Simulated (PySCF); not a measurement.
C₆H₁₂N₂O.
Numbering: `[CH3:1][CH2:2][N:3]1[CH2:4][C@@H:5]([O:6][CH3:7])[CH:8]=[N:9]1` (hydrogens: H10, H11, H12 on C1; H13, H14 on C2; H15, H16 on C4; H17 on C5; H18, H19, H20 on C7; H21 on C8)

Cartesian coordinates in Å at the PBE0-D3(BJ)/def2-SVP level; atoms count from 1:
```
atom  x, y, z in Å
C1    -2.8066    0.0627    0.7302
C2    -2.2335   -1.1232   -0.0345
N3    -0.8019   -1.0997   -0.2092
C4    -0.1677   -0.1287   -1.0929
C5     1.2632   -0.0369   -0.5545
O6     1.6356    1.3126   -0.4504
C7     2.9857    1.5136   -0.1654
C8     1.1004   -0.7677    0.7597
N9    -0.0588   -1.2980    0.8985
H10   -3.8964   -0.0392    0.8454
H11   -2.3581    0.1210    1.7332
H12   -2.6144    1.0163    0.2142
H13   -2.4737   -2.0613    0.4890
H14   -2.6861   -1.1944   -1.0373
H15   -0.2265   -0.4476   -2.1436
H16   -0.6191    0.8772   -1.0018
H17    1.9905   -0.5637   -1.2097
H18    3.6420    1.0404   -0.9230
H19    3.2758    1.1212    0.8279
H20    3.1700    2.5968   -0.1722
H21    1.8666   -0.9003    1.5252
```

Computed with PySCF at PBE0/pcSseg-1, non-relativistic, on one gas-phase PBE0-D3(BJ)/def2-SVP geometry that isn't relaxed in the solvent. The solvent is an IEF-PCM continuum (cavity from Bondi-type radii × 1.2). The model holds no explicit solvent molecules, cavitation or dispersion.

Gas phase at PBE0/pcSseg-1: HOMO -5.87 eV, LUMO 0.13 eV, dipole 1.53 D.

What does the continuum do to the energy, the frontier levels and the dipole at PBE0/pcSseg-1 in cyclohexane and dimethylsulfoxide?

| solvent | ε | E(solvent) − E(gas) (kcal/mol) | polarisation term (kcal/mol) | distortion of the solute (kcal/mol) | HOMO (eV) | LUMO (eV) | dipole (D) |
| --- | --- | --- | --- | --- | --- | --- | --- |
| cyclohexane | 2.017 | -2.36 | -2.49 | 0.13 | -5.89 | 0.09 | 1.75 |
| dimethylsulfoxide | 46.83 | -6.25 | -7.29 | 1.04 | -5.97 | -0.03 | 2.17 |

The first energy column is the sum of the next two and covers electrostatics alone. From cyclohexane to dimethylsulfoxide the lowering changes by a factor 2.65, Onsager's factor (ε − 1)/(2ε + 1) by 2.40 and ε itself by 23.2.

Which radius a makes the point-dipole formula ΔE = −[(ε − 1)/(2ε + 1)]·μ²/a³ give the value in dimethylsulfoxide, with the gas-phase dipole?

μ = 0.602 au and |ΔE| = 0.00997 Eh give a = 1.38 Å; the farthest nucleus lies 4.10 Å from the centroid of the nuclei, so such a sphere wouldn't even hold the nuclei. The formula assumes a rigid point dipole at the centre of a sphere.

Give the dipole vector in the frame of the coordinates (D, pointing from negative to positive charge), gas and dimethylsulfoxide.

Gas (0.69, 0.65, -1.20), solvent (1.00, 0.84, -1.73). Its length changes by +42 % and its direction by 2°.

Which IAO charges (PBE0/pcSseg-1) respond most in cyclohexane (means over atoms taken as equivalent)?

```json
{"atoms": "N9", "environment": "C=N nitrogen", "gas (e)": "-0.164", "solvent (e)": "-0.177", "change": "-0.013"}
{"atoms": "O6", "environment": "ether oxygen", "gas (e)": "-0.385", "solvent (e)": "-0.391", "change": "-0.006"}
{"atoms": "H17", "environment": "methine hydrogen", "gas (e)": "+0.115", "solvent (e)": "+0.120", "change": "+0.005"}
{"atoms": "H15", "environment": "methylene hydrogen", "gas (e)": "+0.148", "solvent (e)": "+0.153", "change": "+0.005"}
{"atoms": "H21", "environment": "hydrogen on a C=N carbon", "gas (e)": "+0.154", "solvent (e)": "+0.158", "change": "+0.004"}
{"atoms": "H14", "environment": "methylene hydrogen", "gas (e)": "+0.136", "solvent (e)": "+0.140", "change": "+0.004"}
{"atoms": "C7", "environment": "methoxy carbon", "gas (e)": "-0.196", "solvent (e)": "-0.199", "change": "-0.003"}
{"atoms": "H18/H19/H20", "environment": "methyl hydrogen", "gas (e)": "+0.130", "solvent (e)": "+0.133", "change": "+0.003"}
```

How do the nuclear quadrupole coupling constants eQVzz/h respond in cyclohexane?

```json
{"nucleus": "14N at N3", "Q (barn)": "0.02044", "gas (MHz)": "-6.43", "solvent (MHz)": "-6.40", "η gas": "0.28", "η solvent": "0.30"}
{"nucleus": "17O at O6", "Q (barn)": "-0.0256", "gas (MHz)": "12.21", "solvent (MHz)": "12.15", "η gas": "0.97", "η solvent": "0.97"}
{"nucleus": "14N at N9", "Q (barn)": "0.02044", "gas (MHz)": "-6.03", "solvent (MHz)": "-5.95", "η gas": "0.14", "η solvent": "0.14"}
```

On one thread, Arm Neoverse N1 (aarch64), shared host with 64 logical CPUs at a one-minute load of 53, this took 64 s and 1.2 GiB of memory at its peak. This is the whole shielding run at PBE0/pcSseg-1 in dimethylsulfoxide, SCF included.
